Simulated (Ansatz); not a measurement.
Consider the ligand exchange at a B–C bond: `NBC1N[SiH2]1` + `OC[SiH2]F` → `NBOC[SiH2]F` + `C1N[SiH2]1`.

Computed with Ansatz on PBE0-D4/def2-TZVP structures; ΔE is electronic, products minus reactants. CBS: MP2 limit from def2 TZ/QZ plus the TZ coupled-cluster correction, frozen cores. Functionals use def2-TZVPP. B3LYP here is the variant with VWN-RPA as its local correlation; programs differ in this. One conformer a species, not always the lowest.

| level | ΔE (kJ/mol) | difference from CCSD(T)/CBS |
| --- | --- | --- |
| PBE-D4 | -90.5 | 9.1 |
| PBE0-D4 | -94.6 | 5.0 |
| ωB97X-V | -102.0 | -2.4 |
| r2SCAN | -98.6 | 1.0 |
| B3LYP | -103.8 | -4.2 |
| CCSD(T)/def2-TZVPP | -101.3 | -1.7 |
| HF/def2-QZVPP | -117.5 | -17.9 |
| SCS-MP2/def2-QZVPP | -102.7 | -3.1 |
| HF/CBS(def2) | -117.6 | -18.0 |
| CCSD/CBS(def2) | -102.0 | -2.4 |
| CCSD(T)/CBS | -99.6 | 0 |

Largest T1 diagnostic among the species: 0.013.

From PBE to PBE0 (25 % exact exchange), in def2-TZVPP and without D4, ΔE moves by −4.1 kJ/mol. In def2-TZVPP, CCSD(T) changes the Hartree–Fock value by +15.6 kJ/mol (the triples alone add +2.4 kJ/mol) and MP2 by +16.3 kJ/mol.
